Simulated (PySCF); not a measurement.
C₃H₆BNO, SMILES C=C1CNB1O.

Geometry optimised at r2SCAN-D4/def2-SVP. The structure was generated by enumeration, and PubChem lists no compound with its InChIKey, so it may never have been made. One conformer was computed; it need not be the lowest.

Method: ωB97X/def2-TZVP in PySCF.

Symmetry labels are those of the subgroup Cs that the program uses (full group Cs).

Task: List the valence orbital energies around the gap with their symmetry. (Estimate from the structure and the level; the computed values follow.)

Result: 
```csv
orbital,symmetry,energy (eV)
HOMO−7,A',-15.14
HOMO−6,A',-14.45
HOMO−5,A',-13.11
HOMO−4,A",-12.86
HOMO−3,A',-12.44
HOMO−2,A',-10.76
HOMO−1,A",-9.81
HOMO,A",-9.61
LUMO,A",1.84
LUMO+1,A',2.86
LUMO+2,A',3.64
LUMO+3,A',3.74
```
